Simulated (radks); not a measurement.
Species: the europium ion Eu2+. Configuration: [Xe] 4f7. All-electron calculation, Dirac Kohn-Sham, RPBE, spin-unpolarised, spherical densities, finite nucleus; open shells are shared between the two j in proportion to 2j + 1; Fermi nuclear charge, rms radius 5.1115 fm. Program: a radial shooting solver on a logarithmic mesh with Libxc functionals.

Spin-orbit splittings of the eigenvalues, e(l+1/2) - e(l-1/2), with zeta = 2 splitting/(2l+1) and mean radii in bohr:

shell  occ.  splitting (eV)  zeta (eV)  <r> j=l-1/2  <r> j=l+1/2
2p        6           648.0      432.0      0.07907      0.08580
3p        6           132.1      88.07       0.2388       0.2517
3d       10           28.75      11.50       0.2235       0.2276
4p        6           29.11      19.41       0.5792       0.6085
4d       10           5.223      2.089       0.6483       0.6587
4f        7               ?          ?       0.9478       0.9646
5p        6           3.825      2.550        1.552        1.646

Estimate the 4f splitting.

Answer. 0.6198 eV (zeta = 0.1771 eV).
